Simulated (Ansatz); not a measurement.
`CC(F)C[SiH3]` + H₂ → `CC(C)F` + SiH₄ at 600 K and 1 bar (hydrogenolysis of a C–Si bond).

Calculated with Ansatz (gas phase, PBE0-D4/def2-TZVP geometries, no zero-point term in ΔE). CCSD(T)/CBS adds triple-zeta CCSD(T) − MP2 to the extrapolated MP2 energy (def2 sets, frozen cores). This one scheme is used for every species. One conformer a species, not always the lowest.

```csv
species,CCSD(T)/CBS energy (Eh),H − E (kJ/mol),S (J/(mol·K))
`CC(F)C[SiH3]`,-508.44566,360.0,454.0
H₂,-1.17544,43.9,150.8
`CC(C)F`,-218.16942,300.9,367.4
SiH₄,-291.46306,108.7,242.3
```

H − E and S are ideal-gas, rigid-rotor, harmonic terms from PBE0-D4/def2-TZVP, for one conformer and one mirror image of each species. For small species the MP2-based limit differs from directly extrapolated CCSD(T) by up to some mEh (0.8 for H₂); such offsets cancel only in part. 1 Eh = 2625.50 kJ/mol, R = 8.31446 J/(mol·K).

Problem. By hand: ΔE, ΔH, ΔS and ΔG.

Solution. ΔE = (-218.16942) + (-291.46306) − (-508.44566) − (-1.17544) = -0.01138 Eh = -29.9 kJ/mol. Δ(H − E) = 300.9 + 108.7 − 360.0 − 43.9 = 5.7, so ΔH = -24.2 kJ/mol. ΔS = 367.4 + 242.3 − 454.0 − 150.8 = 4.9 J/(mol·K). ΔG = -24.2 − 600 × (4.9)/1000 = -27.1 kJ/mol.

Problem. By hand: the equilibrium constant, and the temperature at which ΔG would vanish if ΔH and ΔS stayed fixed.

Solution. log₁₀ K = −ΔG/(RT ln 10) = 2.4. ΔH and −TΔS have one sign here, so there is no such temperature. One of them is within its doubt of zero, so this could turn.

The number of gas molecules stays the same, so ΔS is small and ΔH decides. A doubt of 5 kJ/mol in ΔE shifts log₁₀ K by 0.4 here. Other conformers and mirror images would add mixing entropy, several J/(mol·K) or more a flexible species. These are equilibria of isolated gas molecules and say nothing of rates. Largest T1 diagnostic: 0.011 (customary marks: 0.02 for closed shells, 0.045 for open ones).
